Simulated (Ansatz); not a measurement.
**Ligand exchange: BH2(CH3) + InH2I → BH(CH3)I + InH3**

Species: BH2(CH3), singlet; InH2I `[InH2][I]`, singlet; BH(CH3)I, singlet; InH3 `[InH3]`, singlet. The partners trade H for I: B–H and In–I bonds give way to B–I and In–H.

Shapes, held fixed at every level: PBE0-D4/def2-TZVP. Programs: Ansatz 0.2.0. The zero-point and thermal change to 298 K, harmonic and unscaled (PBE0-D4/def2-TZVP), is -6.5 kJ/mol.

Task: Estimate ΔH(298 K) of this reaction.

Result: The highest level, CCSD(T)/def2-TZVPP, gives ΔH(298 K) = +65.5 kJ/mol; the levels span +65.5 to +94.6. The column of differences is taken from that level and isn't an error. No measured value is set beside it here. For atoms past krypton def2 sets carry core potentials with scalar relativity. Correlated rows may include outer-core shells of I, In, which these sets cover unevenly.

```json
{"level": "HF/def2-TZVPP", "kind": "Hartree–Fock", "ΔH(298 K) (kJ/mol)": "+94.6", "less CCSD(T)/def2-TZVPP": "+29.1"}
{"level": "r2SCAN0-D4/def2-TZVPP", "kind": "global hybrid", "ΔH(298 K) (kJ/mol)": "+73.4", "less CCSD(T)/def2-TZVPP": "+7.9"}
{"level": "wB97X-V/def2-TZVPP", "kind": "range-separated hybrid", "ΔH(298 K) (kJ/mol)": "+71.8", "less CCSD(T)/def2-TZVPP": "+6.3"}
{"level": "MP2/def2-SVP", "kind": "perturbation theory", "ΔH(298 K) (kJ/mol)": "+73.0", "less CCSD(T)/def2-TZVPP": "+7.5"}
{"level": "MP2/def2-TZVPP", "kind": "perturbation theory", "ΔH(298 K) (kJ/mol)": "+68.9", "less CCSD(T)/def2-TZVPP": "+3.4"}
{"level": "CCSD(T)/def2-SVP", "kind": "coupled cluster or CI", "ΔH(298 K) (kJ/mol)": "+69.9", "less CCSD(T)/def2-TZVPP": "+4.4"}
{"level": "CCSD/def2-TZVPP", "kind": "coupled cluster or CI", "ΔH(298 K) (kJ/mol)": "+69.6", "less CCSD(T)/def2-TZVPP": "+4.1"}
{"level": "CCSD(T)/def2-TZVPP", "kind": "coupled cluster or CI", "ΔH(298 K) (kJ/mol)": "+65.5", "less CCSD(T)/def2-TZVPP": "0.0"}
```
